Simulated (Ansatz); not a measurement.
Basis sets compared for GaH2(SiH3) (GaSiH₅). Total charge 0; singlet. Geometry B3LYP-D4/def2-TZVP. Ansatz on 2 threads of AMD EPYC 7R13 on a shared host; times are rough, and most runs start from earlier orbitals.

```xyz
7

Ga   -1.301    0.390   -0.257
H    -2.011    0.000   -1.608
H    -2.128    1.220    0.796
Si    0.986   -0.279    0.188
H     1.681    0.677    1.087
H     1.781   -0.400   -1.060
H     0.992   -1.609    0.855
```

The 6-31G sets use Cartesian d functions. B3LYP takes the VWN-RPA correlation.

Binding counts from free atoms (Ga doublet, H doublet, Si triplet) in the same basis, without a counterpoise term.

| level | functions | energy (Eh) | HOMO (eV) | LUMO (eV) | binding per atom (eV) | wall time |
| --- | --- | --- | --- | --- | --- | --- |
| HF/STO-3G | 32 | -2189.3637 | -6.93 | 4.60 | – | 0.2 s |
| HF/6-31G | 52 | -2214.6685 | -10.06 | 0.56 | 1.76 | 0.35 s |
| HF/def2-TZVP | 115 | -2215.0766 | -10.09 | 0.67 | 1.96 | 0.6 s |
| PBE-D4/def2-SVP | 75 | -2216.5253 | -6.56 | -2.91 | 2.49 | 0.55 s |
| PBE-D4/def2-TZVP (with forces) | 115 | -2216.8778 | -6.57 | -2.94 | 2.49 | 1.1 s |
| r2SCAN-D4/def2-TZVP | 115 | -2217.2884 | -6.82 | -2.71 | 2.56 | 1.6 s |
| B3LYP-D4/6-31G | 52 | -2217.0094 | -7.42 | -2.26 | 2.44 | 0.7 s |
| B3LYP-D4/def2-TZVP | 115 | -2217.4180 | -7.43 | -2.40 | 2.54 | 1.1 s |
| PBE0-D4/def2-SVP | 75 | -2216.6025 | -7.64 | -2.13 | 2.50 | 0.95 s |
| PBE0-D4/def2-TZVP | 115 | -2216.9520 | -7.63 | -2.14 | 2.51 | 1.2 s |

Problem. Estimate the rows for PBE-D4/def2-TZVPD, r2SCAN-D4/def2-TZVPD, PBE0-D4/def2-TZVPD.

Solution. 
```
               level  functions  energy (Eh)  HOMO (eV)  LUMO (eV)  binding per atom (eV)  wall time
   PBE-D4/def2-TZVPD        142   -2216.8784      -6.57      -2.95                   2.50      1.2 s
r2SCAN-D4/def2-TZVPD        142   -2217.2890      -6.81      -2.70                   2.56      2.3 s
  PBE0-D4/def2-TZVPD        142   -2216.9526      -7.62      -2.14                   2.51      1.6 s
```
